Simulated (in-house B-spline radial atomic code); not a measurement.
# CAM-B3LYP excitations of Li⁺

Method: CAM-B3LYP. Computed with a B-spline radial code for spherical atoms: linear response of the closed shell 1s2 with the functional's adiabatic kernel; non-relativistic, point nucleus, no spin-orbit coupling, no double excitations, S, P, D and F terms only.

Command:
```bash
python run_td.py task.json out
```
Settings (radii: box in bohr, nucleus in fm):
```
Z                        3
electrons                2
configuration            1s2
hamiltonian              nr
method                   camb3lyp
box_radius               41.61
intervals                48
```

Run time, properties included: 0.2 s on 1 thread of Arm Neoverse N1, on a shared host.

The lowest states, in the order of their Tamm-Dancoff energies; the method's threshold (minus the highest occupied level) is 66.01 eV. Labels give the largest channel, * marks a mixed state, and oscillator strengths are full-response dipole values. Measured ¹D terms are left out, since they can mix with doubly excited terms. Semilocal kernels can invert the small singlet-triplet splittings of Rydberg terms. Energies in eV:

| state | full response | Tamm-Dancoff | oscillator strength | measured (J-weighted term) |
| --- | --- | --- | --- | --- |
| 1s → 2s 3S | 53.73 | 53.75 | - | 59.021 |
| 1s → 2s 1S | 55.41 | 55.47 | - | - |
| 1s → 2p 3P | 56.04 | 56.05 | - | 61.281 |
| 1s → 2p 1P | 56.81 | 56.82 | 0.296 | 62.216 |
| 1s → 3s 3S | 61.07 | 61.08 | - | 68.781 |
| 1s → 3s 1S | 61.52 | 61.54 | - | 69.279 |
| 1s → 3p 3P | ? | ? | - | ? |
| 1s → 3d 1D | 61.85 | 61.85 | - | - |
| 1s → 3d 3D | 61.87 | 61.87 | - | - |
| 1s → 3p 1P | 61.92 | 61.93 | 0.0812 | 69.648 |
| 1s → 4s 3S | 63.36 | 63.37 | - | - |
| 1s → 4s 1S | 63.54 | 63.55 | - | - |
| 1s → 4p 3P | 63.60 | 63.60 | - | - |
| 1s → 4d 1D | ? | ? | - | - |
| 1s → 4d 3D | 63.69 | 63.69 | - | - |
| 1s → 4f 1F | 63.69 | 63.69 | - | - |
| 1s → 4f 3F | 63.69 | 63.69 | - | - |
| 1s → 4p 1P | 63.70 | 63.71 | 0.033 | - |

Problem. Where does 1s → 4d 1D lie?

Solution. At 63.68 eV in full response, 63.68 eV in Tamm-Dancoff.

Problem. Where does 1s → 3p 3P lie?

Solution. At 61.67 eV in full response, 61.68 eV in Tamm-Dancoff; measured 69.369 eV.

Problem. How large is the singlet-triplet splitting of 1s → 2s (S terms) in Tamm-Dancoff?

Solution. 1.72 eV, from the unrounded values.

Problem. What polarisabilities and dispersion coefficient does the method give?

Solution. Dipole 0.2046 bohr³, quadrupole 0.1334 bohr⁵, C6 0.08468 hartree·bohr⁶ for two such species.
